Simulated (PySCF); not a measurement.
Spinor energies of Ar(6+) (argon, charge +6)

Start: [Ne] 3s2. Calculated with PySCF 2.14 in an even-tempered Gaussian basis (20 s from 0.071 bohr⁻², ratio 2.6; 13 p from 0.093 bohr⁻², ratio 2.6; 8 d from 0.095 bohr⁻², ratio 2.8; 4 f from 2.3 bohr⁻², ratio 2.8): generalised Hartree-Fock with the X2C-1e Hamiltonian and a Gaussian nucleus; spin-orbit coupling (SO) screened by Boettger's factors.

```json
{"spinor shell": "1s1/2", "electrons": "2", "ε, screened SO (eV)": "-3359.5", "weight of nominal j (screened SO)": "1.000", "rms radius, screened SO (bohr)": "0.0991"}
{"spinor shell": "2s1/2", "electrons": "2", "ε, screened SO (eV)": "-450.49", "weight of nominal j (screened SO)": "1.000", "rms radius, screened SO (bohr)": "0.442"}
{"spinor shell": "2p1/2", "electrons": "2", "ε, screened SO (eV)": "-374.80", "weight of nominal j (screened SO)": "1.000", "rms radius, screened SO (bohr)": "0.412"}
{"spinor shell": "2p3/2", "electrons": "4", "ε, screened SO (eV)": "-372.42", "weight of nominal j (screened SO)": "1.000", "rms radius, screened SO (bohr)": "0.414"}
{"spinor shell": "3s1/2", "electrons": "2", "ε, screened SO (eV)": "-122.45", "weight of nominal j (screened SO)": "1.000", "rms radius, screened SO (bohr)": "1.28"}
```

```tsv
quantity	screened SO
E (hartree)	-517.48987
M_J	0
⟨J²⟩	0.000
⟨L²⟩	0.000
⟨S²⟩	0.000
```
